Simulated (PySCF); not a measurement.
Computed IR spectrum (relative IR intensity) of a molecule C2H11NSi2. The structure is a stationary point at PBE-D3(BJ)/def2-SVP. The values are those of a single conformer. All values below come from PBE-D3(BJ)/def2-SVP run with PySCF. Frequencies are harmonic and unscaled.

ν (cm⁻¹): 266 (w), 326 (m), 690 (w), 727 (w), 783 (m), 825 (m), 872 (vs), 885 (vs), 894 (m), 918 (m), 929 (w), 972 (m), 1144 (s), 1214 (w), 1222 (w), 1391 (vw), 2110 (s), 2124 (s), 2152 (m), 2165 (m), 3074 (vw), 3509 (w) (against the strongest line: vs over 80 %, s over 45 %, m over 15 %, w over 4 %, vw less)

Problem. Which structure fits?
A. C[SiH](C)N[SiH3]
B. CC[SiH2]N[SiH3]
C. CN(C)[SiH2][SiH3]
D. C[SiH2][C@@H](N)[SiH3]

Solution. A, C[SiH](C)N[SiH3]
